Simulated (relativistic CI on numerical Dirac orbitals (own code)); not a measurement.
**Slater and spin-orbit integrals, Bi45+**

Method of calculation: Dirac-Coulomb-Breit CI, separate exchange-only KLI orbitals for each configuration, model QED (radiative potential, 1s self-energy scaled to tabulated hydrogen-like ionisation energies), unscaled Slater integrals (own radial code, finite nucleus).

Slater integrals F^k, G^k are unscaled and averaged over j, outside the closed core [Ar] 3d10; ζ comes from projecting the Hamiltonian with its Breit term on Σ l·s of the shell.

- 4s²4p⁶4d²: F^2(4d,4d) = 282620, F^4(4d,4d) = 192680, ζ(4d) = 112580 cm⁻¹; <r>(4d) = 0.3536, <r^2>(4d) = 0.143 (bohr units).
- 4s²4p⁶4d4f: ζ(4d) = 112450, F^2(4d,4f) = 285560, F^4(4d,4f) = 185390, G^1(4d,4f) = 280820, G^3(4d,4f) = 197740, G^5(4d,4f) = 146570, ζ(4f) = 21780 cm⁻¹; <r>(4d) = 0.3538, <r^2>(4d) = 0.1432, <r>(4f) = 0.3264, <r^2>(4f) = 0.1203 (bohr units).
- 4s²4p⁵4d³: ζ(4p) = 903710, F^2(4d,4d) = 282560, F^4(4d,4d) = 192640, F^2(4p,4d) = 282270, G^1(4p,4d) = 347940, G^3(4p,4d) = 223470, ζ(4d) = 112190 cm⁻¹; <r>(4p) = 0.3545, <r^2>(4p) = 0.1425, <r>(4d) = 0.3536, <r^2>(4d) = 0.143 (bohr units).

(1) Give the Racah parameters of the d shell in 4s²4p⁶4d².

Averages of the first 10 configurations, taken without configuration mixing, which lowers the lowest level and can move excited configurations by several eV; other configurations of the list can lie among them:

```json
{"Configuration": "4s²4p⁶4d²", "Parity": "even", "States": "45", "Average energy above the lowest level (eV)": "48.1"}
{"Configuration": "4s²4p⁶4d4f", "Parity": "odd", "States": "140", "Average energy above the lowest level (eV)": "301.4"}
{"Configuration": "4s²4p⁵4d³", "Parity": "odd", "States": "720", "Average energy above the lowest level (eV)": "323.4"}
{"Configuration": "4s4p⁶4d³", "Parity": "even", "States": "240", "Average energy above the lowest level (eV)": "574.7"}
{"Configuration": "4s²4p⁵4d²4f", "Parity": "even", "States": "3780", "Average energy above the lowest level (eV)": "573.9"}
{"Configuration": "4s4p⁶4d²4f", "Parity": "odd", "States": "1260", "Average energy above the lowest level (eV)": "825.4"}
{"Configuration": "4s²4p⁶4d5s", "Parity": "even", "States": "20", "Average energy above the lowest level (eV)": "740.5"}
{"Configuration": "4s²4p⁶4f5s", "Parity": "odd", "States": "28", "Average energy above the lowest level (eV)": "993.2"}
{"Configuration": "4s²4p⁶4d5p", "Parity": "odd", "States": "60", "Average energy above the lowest level (eV)": "849.4"}
{"Configuration": "4s²4p⁶4f²", "Parity": "even", "States": "91", "Average energy above the lowest level (eV)": "557.9"}
```

Results:

(1) B = F²/49 − 5F⁴/441 = 3583 cm⁻¹ and C = 35F⁴/441 = 15292 cm⁻¹.
